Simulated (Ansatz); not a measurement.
Wavefunction ladder for CH5NO3Si, SMILES `N[Si](O)(O)C=O`

```json
{"atom": "N1", "x (Å)": "-0.4083", "y (Å)": "-1.3154", "z (Å)": "0.7640"}
{"atom": "Si2", "x (Å)": "0.2657", "y (Å)": "0.1201", "z (Å)": "0.1899"}
{"atom": "O3", "x (Å)": "0.4585", "y (Å)": "1.2870", "z (Å)": "1.3196"}
{"atom": "O4", "x (Å)": "1.7604", "y (Å)": "-0.0343", "z (Å)": "-0.4793"}
{"atom": "C5", "x (Å)": "-1.0011", "y (Å)": "0.6884", "z (Å)": "-1.1311"}
{"atom": "O6", "x (Å)": "-1.9980", "y (Å)": "0.0452", "z (Å)": "-1.3693"}
{"atom": "H7", "x (Å)": "-1.3304", "y (Å)": "-1.5628", "z (Å)": "0.4398"}
{"atom": "H8", "x (Å)": "-0.1498", "y (Å)": "-1.7726", "z (Å)": "1.6205"}
{"atom": "H9", "x (Å)": "1.2955", "y (Å)": "1.7547", "z (Å)": "1.3103"}
{"atom": "H10", "x (Å)": "1.9312", "y (Å)": "-0.8434", "z (Å)": "-0.9638"}
{"atom": "H11", "x (Å)": "-0.8237", "y (Å)": "1.6331", "z (Å)": "-1.7005"}
```

Charge 0, multiplicity 1. The structure was optimised at the PBE0-D4/def2-TZVP level. It is one conformer, not always the lowest. Frozen core, restricted reference, Ansatz 0.2.0. CBS rows extrapolate triple and quadruple zeta; past MP2 they add the triple-zeta difference.

```tsv
basis	HF (Eh)	MP2 corr.	CCSD corr.	(T)	CCSD(T) total
def2-SVP	?	-0.93680	-0.97158	-0.02508	?
def2-TZVPP	-609.04067	-1.18964	-1.21124	?	?
def2-QZVPP	-609.06556	?	–	–	–
CBS(def2)	-609.06898	?	-1.37474	as TZ	?
```

**Question.** Fill in the withheld values. (Estimate.)

**Answer.** Computed: def2-SVP HF (Eh): -608.52290; def2-SVP CCSD(T) total: -609.51956; def2-TZVPP (T): -0.04729; def2-TZVPP CCSD(T) total: -610.29920; def2-QZVPP MP2 corr.: -1.28356; CBS(def2) MP2 corr.: -1.35313; CBS(def2) CCSD(T) total: -610.49101.
